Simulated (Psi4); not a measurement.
Psi4 input (wB97X-D/6-31G*):

```
memory 1500 MB

molecule {
1 2
B     0.01827732   -0.01967071    0.02476731
F     1.23929023   -0.49341957   -0.23190531
F    -0.51025756   -0.29119197    1.21980641
N    -0.67924097    0.73102389   -0.92042913
H    -1.59871957    1.09644554   -0.74685486
H    -0.29927426    0.94624460   -1.82508776
symmetry c1
no_reorient
no_com
}

set {
  basis 6-31G*
  reference uks
  scf_type pk
  dft_radial_points 99
  dft_spherical_points 590
  e_convergence 1e-8
  d_convergence 1e-7
  maxiter 150
}

e = energy('wb97x-d')
print_out(f'\nFINAL {e:.10f} DIPOLE {variable("CURRENT DIPOLE")[0]:.6f} {variable("CURRENT DIPOLE")[1]:.6f} {variable("CURRENT DIPOLE")[2]:.6f}\n')
```

Output:

```
   => Loading Basis Set <=

    Name: 6-31G*
    Role: ORBITAL
    Keyword: BASIS
    atoms 1   entry B          line    94 file 6-31gs.gbs
    atoms 2-3 entry F          line   162 file 6-31gs.gbs
    atoms 4   entry N          line   128 file 6-31gs.gbs
    atoms 5-6 entry H          line    44 file 6-31gs.gbs

   => WB97X-D: Empirical Dispersion <=

    Chai and Head-Gordon Dispersion Correction
    Chai, J.-D.; Head-Gordon, M. (2010), J. Chem. Phys., 132: 6615-6620

        s6 =       1.000000

         ---------------------------------------------------------
                                   SCF
               by Justin Turney, Rob Parrish, Andy Simmonett
                          and Daniel G. A. Smith
                              UKS Reference
         ---------------------------------------------------------

  ==> Geometry <==

    Molecular point group: c1
    Full point group: C1

    Geometry (in Angstrom), charge = 1, multiplicity = 2:

       Center              X                  Y                   Z               Mass
    ------------   -----------------  -----------------  -----------------  -----------------
         B            0.018277320000    -0.019670710000     0.024767310000    11.009305360000
         F            1.239290230000    -0.493419570000    -0.231905310000    18.998403162730
         F           -0.510257560000    -0.291191970000     1.219806410000    18.998403162730
         N           -0.679240970000     0.731023890000    -0.920429130000    14.003074004430
         H           -1.598719570000     1.096445540000    -0.746854860000     1.007825032230
         H           -0.299274260000     0.946244600000    -1.825087760000     1.007825032230

  Running in c1 symmetry.

  Rotational constants: A =      0.33098  B =      0.31663  C =      0.16182 [cm^-1]
  Rotational constants: A =   9922.60296  B =   9492.42498  C =   4851.37413 [MHz]
  Nuclear repulsion =  112.483684278317540

  Charge       = 1
  Multiplicity = 2
  Electrons    = 31
  Nalpha       = 16
  Nbeta        = 15

  ==> Algorithm <==

  SCF Algorithm Type is PK.
  DIIS enabled.
  MOM disabled.
  Fractional occupation disabled.
  Guess Type is SAD.
  Energy threshold   = 1.00e-08
  Density threshold  = 1.00e-07
  Integral threshold = 1.00e-12

  ==> Primary Basis <==

  Basis Set: 6-31G*
    Blend: 6-31G*
    Number of shells: 28
    Number of basis functions: 64
    Number of Cartesian functions: 64
    Spherical Harmonics?: false
    Max angular momentum: 2

  ==> DFT Potential <==

   => LibXC <=

    Version 7.1.2
    S. Lehtola, C. Steigemann, M. J. T. Oliveira, and M. A. L. Marques,  SoftwareX 7, 1–5 (2018) (10.1016/j.softx.2017.11.002)

   => Composite Functional: WB97X-D <=

    wB97X-D Hyb-GGA Exchange-Correlation Functional

    J.-D. Chai and M. Head-Gordon,  Phys. Chem. Chem. Phys. 10, 6615–6620 (2008) (10.1039/B810189B)

    Deriv               =              1
    GGA                 =           TRUE
    Meta                =          FALSE

    Exchange Hybrid     =           TRUE
    MP2 Hybrid          =          FALSE

   => Exchange-Correlation Functionals <=

    1.0000   wB97X-D range-separated functional

   => Exact (HF) Exchange <=

    0.7780            HF,LR [omega = 0.2000]
    0.2220               HF

   => LibXC Density Thresholds  <==

    XC_HYB_GGA_XC_WB97X_D:  1.00E-14

   => Molecular Quadrature <=

    Radial Scheme          =       TREUTLER
    Pruning Scheme         =           NONE
    Nuclear Scheme         =       TREUTLER

    Blocking Scheme        =         OCTREE
    BS radius alpha        =              1
    Pruning alpha          =              1
    Radial Points          =             99
    Spherical Points       =            590
    Total Points           =         333495
    Total Blocks           =           2452
    Max Points             =            256
    Max Functions          =             63
    Weights Tolerance      =       1.00E-15

  ==> Integral Setup <==

  Using in-core PK algorithm.
   Calculation information:
      Number of atoms:                   6
      Number of AO shells:              28
      Number of primitives:             68
      Number of atomic orbitals:        64
      Number of basis functions:        64

      Integral cutoff                 1.00e-12
      Number of threads:                 1

  Performing in-core PK
  Using 6492720 doubles for integral storage.
  We computed 80116 shell quartets total.
  Whereas there are 82621 unique shell quartets.

  Computing range-separated integrals for PK
  We computed 80116 wK shell quartets total.
  Whereas there are 82621 wK unique shell quartets.

  ==> DiskJK: Disk-Based J/K Matrices <==

    J tasked:                  Yes
    K tasked:                  Yes
    wK tasked:                 Yes
    Omega:               2.000E-01
    Schwarz Cutoff:          1E-12


  Cached 100.0% of DFT collocation blocks in 0.535 [GiB].

  Minimum eigenvalue in the overlap matrix is 4.8415443764E-03.
  Reciprocal condition number of the overlap matrix is 7.6282557981E-04.
    Using symmetric orthogonalization.

  ==> Pre-Iterations <==

  SCF Guess: Superposition of Atomic Densities via on-the-fly atomic UHF (no occupation information).

   -------------------------
    Irrep   Nso     Nmo
   -------------------------
     A         64      64
   -------------------------
    Total      64      64
   -------------------------

  ==> Iterations <==

                        Total Energy        Delta E     RMS |[F,P]|

   @UKS iter SAD:  -279.84511949720115   -2.79845e+02   0.00000e+00
   @UKS iter   1:  -280.08654273078434   -2.41423e-01   6.80673e-03 DIIS/ADIIS
   @UKS iter   2:  -280.09412378765580   -7.58106e-03   7.39866e-03 DIIS/ADIIS
   @UKS iter   3:  -280.16063616428215   -6.65124e-02   7.47913e-04 DIIS/ADIIS
   @UKS iter   4:  -280.16160074364541   -9.64579e-04   2.70450e-04 DIIS/ADIIS
   @UKS iter   5:  -280.16183084993338   -2.30106e-04   8.35391e-05 DIIS
   @UKS iter   6:  -280.16187327832205   -4.24284e-05   2.92186e-05 DIIS
   @UKS iter   7:  -280.16188296065877   -9.68234e-06   6.76586e-06 DIIS
   @UKS iter   8:  -280.16188358433823   -6.23679e-07   3.02110e-06 DIIS
   @UKS iter   9:  -280.16188367309820   -8.87600e-08   7.71320e-07 DIIS
   @UKS iter  10:  -280.16188367737681   -4.27860e-09   1.49133e-07 DIIS
   @UKS iter  11:  -280.16188367748498   -1.08173e-10   3.18622e-08 DIIS
  Energy and wave function converged.

  ==> Post-Iterations <==

   Electrons on quadrature grid:
      Nalpha   =   15.9999997533 ; deviation = -2.467e-07
      Nbeta    =   14.9999997739 ; deviation = -2.261e-07
      Ntotal   =   30.9999995272 ; deviation = -4.728e-07

   @Spin Contamination Metric:   3.960629737E-03
   @S^2 Expected:                7.500000000E-01
   @S^2 Observed:                7.539606297E-01
   @S   Expected:                5.000000000E-01
   @S   Observed:                5.000000000E-01

    Orbital Energies [Eh]
    ---------------------

    Alpha Occupied:

       1A    -25.082573     2A    -25.082572     3A    -14.889982
       4A     -7.250795     5A     -1.569778     6A     -1.541206
       7A     -1.387363     8A     -0.993191     9A     -0.987658
      10A     -0.878785    11A     -0.849990    12A     -0.839057
      13A     -0.776812    14A     -0.762140    15A     -0.749648
      16A     -0.731158

    Alpha Virtual:

      17A     -0.125682    18A     -0.109920    19A     -0.063345
      20A     -0.003268    21A      0.068505    22A      0.186634
      23A      0.245982    24A      0.287756    25A      0.360228
      26A      0.397579    27A      0.465591    28A      0.473022
      29A      0.640967    30A      0.652354    31A      0.743519
      32A      0.893208    33A      0.926671    34A      0.946588
      35A      0.972902    36A      1.127900    37A      1.141388
      38A      1.207415    39A      1.236983    40A      1.241981
      41A      1.341175    42A      1.343134    43A      1.424442
      44A      1.512537    45A      1.618843    46A      1.683708
      47A      1.693030    48A      1.702506    49A      1.777728
      50A      1.798050    51A      1.830036    52A      1.926121
      53A      1.960077    54A      2.216824    55A      2.222648
      56A      2.278433    57A      2.573415    58A      2.746033
      59A      2.899215    60A      3.104512    61A      3.332813
      62A      3.555732    63A      4.252343    64A      4.531926

    Beta Occupied:

       1A    -25.081023     2A    -25.081022     3A    -14.873437
       4A     -7.251364     5A     -1.565752     6A     -1.537206
       7A     -1.330603     8A     -0.976229     9A     -0.970988
      10A     -0.876133    11A     -0.836884    12A     -0.802094
      13A     -0.757988    14A     -0.736072    15A     -0.729246

    Beta Virtual:

      16A     -0.447187    17A     -0.103786    18A     -0.098302
      19A     -0.058613    20A     -0.000964    21A      0.069635
      22A      0.188945    23A      0.248293    24A      0.299093
      25A      0.360010    26A      0.397032    27A      0.485414
      28A      0.532806    29A      0.648681    30A      0.667475
      31A      0.748967    32A      0.908542    33A      0.950053
      34A      0.953093    35A      0.975217    36A      1.130124
      37A      1.148994    38A      1.208349    39A      1.241990
      40A      1.247224    41A      1.348465    42A      1.399782
      43A      1.430417    44A      1.513060    45A      1.637715
      46A      1.685261    47A      1.695464    48A      1.705664
      49A      1.778946    50A      1.811542    51A      1.854680
      52A      1.958976    53A      1.965010    54A      2.227476
      55A      2.253219    56A      2.281921    57A      2.580850
      58A      2.749062    59A      2.900401    60A      3.106097
      61A      3.333455    62A      3.595835    63A      4.254334
      64A      4.532910

    Final Occupation by Irrep:
              A
    DOCC [    15 ]
    SOCC [     1 ]
    NA   [    16 ]
    NB   [    15 ]

  @UKS Final Energy:  -280.16188367748498

   => Energetics <=

    Nuclear Repulsion Energy =            112.4836842783175399
    One-Electron Energy =                -601.9529819806209616
    Two-Electron Energy =                 232.0793285275033782
    DFT Exchange-Correlation Energy =     -22.7709656152557827
    Empirical Dispersion Energy =          -0.0009488874291451
    VV10 Nonlocal Energy =                  0.0000000000000000
    Total Energy =                       -280.1618836774849797

  UHF NO Occupations:
  HONO-2 :   14  A 1.9993230
  HONO-1 :   15  A 1.9991627
  HONO-0 :   16  A 1.0000000
  LUNO+0 :   17  A 0.0008373
  LUNO+1 :   18  A 0.0006770
  LUNO+2 :   19  A 0.0002737
  LUNO+3 :   20  A 0.0001735

Computation Completed

Properties will be evaluated at   0.000000,   0.000000,   0.000000 [a0]

Properties computed using the SCF density matrix

 Multipole Moments:

 ------------------------------------------------------------------------------------
     Multipole            Electronic (a.u.)      Nuclear  (a.u.)        Total (a.u.)
 ------------------------------------------------------------------------------------

 L = 1.  Multiply by 2.5417464519 to convert [e a0] to [Debye]
 Dipole X            :         -1.3979494            0.0000000           -1.3979494
 Dipole Y            :          1.5045241           -0.0000001            1.5045240
 Dipole Z            :         -1.8943398           -0.0000002           -1.8943399
 Magnitude           :                                                    2.7939897

 ------------------------------------------------------------------------------------

FINAL -280.1618836775 DIPOLE -1.397949 1.504524 -1.894340

*** Psi4 exiting successfully. Buy a developer a beer!
```

The dipole moment of an ion depends on the origin.

The geometry given is a B3LYP-D3(BJ)/def2-TZVP minimum of the species of charge 0 and multiplicity 1, not of this state.
